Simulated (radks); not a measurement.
Problem. All-electron atom: Nd III in [Xe] 4f3.75 6p0.25 (fractional occupations, a model configuration). Method: scalar-relativistic Kohn-Sham, r2SCAN, spin-polarised, spherical densities, finite nucleus; open shells are filled with parallel spins first (spin-orbit coupling, left out, can overturn this in heavy ions); meta-GGA in the generalised Kohn-Sham scheme; Fermi nuclear charge, rms radius 4.9123 fm; computed with a radial shooting solver on a logarithmic mesh with Libxc functionals. Some entries of the table are withheld. Estimate them.

orbital,occ.,eigenvalue (hartree),<r> (bohr)
1s up,1,-1597.949,0.02363
1s down,1,-1597.949,0.02363
2s down,1,-259.6535,0.1009
2s up,1,-259.6527,0.1009
2p down,3,-232.0521,0.08881
2p up,3,-232.0518,0.08881
3s up,1,-57.06242,0.2659
3s down,1,-57.01487,0.2658
3p up,3,-48.30920,0.2642
3p down,3,-48.26145,0.2641
3d up,5,-36.16765,0.2418
3d down,5,-36.13002,0.2416
4s up,1,-11.96902,0.6077
4s down,1,-11.83549,0.6074
4p up,3,-9.08744,0.6433
4p down,3,-8.95111,0.6429
4d up,5,-4.97642,0.7071
4d down,5,-4.83622,0.7071
5s up,1,-2.09790,1.460
5s down,1,-2.01970,1.485
5p up,3,-1.38755,1.684
5p down,3,-1.32951,1.714
4f up,3.75,-0.64226,1.035
4f down,0,-0.51517,1.081
6p up,0.25,(1),4.541

Solution. 
(1) 6p up eigenvalue (hartree): -0.37283
